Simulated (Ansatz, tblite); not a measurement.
Cost and result up the ladder for Be2Te3 (the lowest singlet isomer of a short search) (5 atoms). The state is a singlet with charge 0. Geometry: PBE0-D4/def2-SVP.

Cartesian coordinates in Å:
```
Be 0.9875 -0.4123 0.7612
Be -0.7879 1.0503 0.0274
Te -1.3639 -0.2085 -1.7456
Te 0.6982 -1.9189 -0.8839
Te 0.4661 1.4894 1.8408
```

Ansatz on 4 threads of Arm Neoverse V2 on a shared host; xTB runs through tblite on one thread. Times are rough, summed over both states, and most runs start from the orbitals of an earlier one. PBE-QIDH/def2-TZVP serves as the yardstick here, not as an exact answer. Differences are given only for rows in sets of like size (and for xTB, whose basis is part of the method), since another set adds its own error. The other state is a quintet at its own geometry, which has other bonds, so the gap mixes isomer and spin.

In the def2 sets Te takes a core potential, while STO-3G treats all electrons; there is no spin–orbit coupling. The xTB rows come from tblite. Correlated methods freeze 12 core orbitals; core or outer-core shells of Te are correlated, in sets that lack core-valence functions. The structure comes from a short search, and lower isomers may exist.

Correlated methods converge slowly with the basis.

xTB has no spin-polarisation term.

```
                          level  functions  wall time  quintet − singlet (eV)  difference from PBE-QIDH/def2-TZVP (eV)
                       GFN1-xTB         35    0.008 s                    4.45                                     0.68
                       GFN2-xTB         35     0.02 s                    3.81                                     0.04
                      HF/STO-3G         91      2.9 s                    4.39                                        –
               PBE-D4/def2-TZVP        188      4.8 s                    3.21                                    -0.56
                  MP2/def2-TZVP        188      9.4 s                    4.09                                     0.32
PBE0-D4/def2-TZVP (with forces)        188       10 s                    3.42                                    -0.35
            r2SCAN-D4/def2-TZVP        188       12 s                    3.21                                    -0.56
             BHLYP-D4/def2-TZVP        188       12 s                    3.60                                    -0.17
             PBE-QIDH/def2-TZVP        188       17 s                    3.77                                     0.00
```
